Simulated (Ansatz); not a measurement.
The cluster VTe₂. The state is a doublet with charge 0. Geometry PBE0-D4/def2-TZVP.

```xyz
3

V    -0.5568   -1.0062   -0.1290
Te    0.5115    0.1635    1.7066
Te    0.0453    0.8428   -1.5776
```

In the def2 sets Te takes a core potential; there is no spin–orbit coupling. At HF/def2-TZVP, PBE-D4/def2-TZVP, r2SCAN-D4/def2-TZVP, PBE0-D4/def2-TZVP and others the charge 0 doublet is spin-contaminated (final ⟨S²⟩ up to 2.43, 0.75 for a pure state). Another isomer (quartet) lies 1.24 eV lower at PBE0-D4/def2-TZVP; other spin states weren't run for this one.

Problem. Estimate the α-spin orbital energies around the gap (eV) in Ansatz with HF/def2-TZVP, PBE-D4/def2-TZVP, r2SCAN-D4/def2-TZVP, PBE0-D4/def2-TZVP, BHLYP-D4/def2-TZVP.

Solution. 
```tsv
orbital	HF/def2-TZVP	PBE-D4/def2-TZVP	r2SCAN-D4/def2-TZVP	PBE0-D4/def2-TZVP	BHLYP-D4/def2-TZVP
HOMO−9	-51.74	-40.13	-41.26	-43.44	-46.45
HOMO−8	-21.41	-14.84	-15.87	-17.01	-18.55
HOMO−7	-19.38	-14.13	-15.16	-16.24	-17.68
HOMO−6	-13.83	-7.11	-7.58	-8.25	-9.90
HOMO−5	-13.70	-6.60	-7.15	-8.03	-9.43
HOMO−4	-10.36	-6.51	-6.82	-7.71	-8.75
HOMO−3	-9.52	-6.21	-6.49	-7.50	-8.45
HOMO−2	-9.04	-5.77	-5.75	-6.37	-7.38
HOMO−1	-8.59	-5.32	-5.46	-6.20	-7.00
HOMO	-7.94	-4.65	-4.93	-6.07	-6.91
LUMO	-0.32	-4.39	-3.67	-2.64	-2.17
LUMO+1	0.43	-4.28	-3.29	-2.55	-1.73
LUMO+2	2.06	-3.88	-2.98	-2.27	-0.94
LUMO+3	2.34	-2.96	-2.57	-2.12	-0.79
LUMO+4	2.82	-2.64	-2.24	-1.55	-0.25
LUMO+5	3.56	-0.23	0.45	0.83	1.53
β HOMO	-7.96	-4.69	-4.93	-6.23	-6.90
β LUMO	-0.25	-3.48	-4.45	-3.81	-3.04
```
